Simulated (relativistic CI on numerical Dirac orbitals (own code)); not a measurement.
Cd31+: q coefficients and field-shift factors

Computed by Dirac-Coulomb-Breit CI, KLI orbitals optimised for each configuration, derivatives by finite differences, unscaled Slater integrals, QED left out (own radial code, finite nucleus).

Configuration list (outside the closed core [Ne]): 3s²3p⁵, 3s3p⁶, 3s²3p⁴3d, 3s3p⁵3d, 3p⁶3d, 3s3p⁴3d², 3p⁵3d², 3p⁴3d³. Double excitations out of closed p, d and f shells are left out; levels of such configurations are missing from the list, as are those of other unlisted configurations, and high levels can miss mixing partners.

With x = (α/α₀)² − 1 an excitation energy changes as ω = ω₀ + qx; K = 2q/ω₀ is the relative enhancement. Terms are leading LS components, so labels can repeat. The field-shift factor is F = δν/δ⟨r²⟩ for the transition from the lowest level.

Lowest level 3s²3p⁵ ²P°3/2.

```csv
Level,ω₀ (cm⁻¹),q (cm⁻¹),F (GHz/fm²)
3s²3p⁵ ²P°1/2,356733,384800,-9.13
3s3p⁶ ²S1/2,1020821,250600,-205
3s²3p⁴3d ⁴D3/2,1044533,33800,0.565
3s²3p⁴3d ⁴D5/2,1054317,48450,0.716
3s²3p⁴3d ²P1/2,1084056,116900,-45
3s²3p⁴3d ⁴D7/2,1088438,56620,1.13
3s²3p⁴3d ²F7/2,1139672,87150,1.34
3s²3p⁴3d ⁴F9/2,1153107,102100,2.11
3s²3p⁴3d ²D3/2,1171788,56380,-0.407
3s²3p⁴3d ⁴P1/2,1256756,243700,-93.9
3s²3p⁴3d ²D5/2,1275466,126000,-0.225
3s²3p⁴3d ²D3/2,1290300,159300,-0.621
3s²3p⁴3d ⁴F5/2,1300474,180200,-1.44
3s²3p⁴3d ⁴D1/2,1352279,403200,-8.89
3s²3p⁴3d ⁴D3/2,1397941,409200,-7.89
3s²3p⁴3d ²F5/2,1459060,392800,-7.39
3s²3p⁴3d ²G7/2,1462685,414300,-7.22
3s²3p⁴3d ²F7/2,1471059,462000,-7.09
3s²3p⁴3d ²P3/2,1500551,484500,-8.02
3s²3p⁴3d ²F5/2,1524576,482100,-7.82
3s²3p⁴3d ²G9/2,1533934,480800,-6.72
3s²3p⁴3d ²D5/2,1561203,473700,-7.8
3s²3p⁴3d ²F7/2,1606444,477300,-7.66
```

At this charge energies of transitions that change n are usually good to better than 1 %, and those within a shell (Δn = 0) to a few per cent.

Question: Which transition from the lowest level has the largest |K|?

Answer: 3s²3p⁵ ²P°1/2 at 356733 cm⁻¹, K = 2.16.
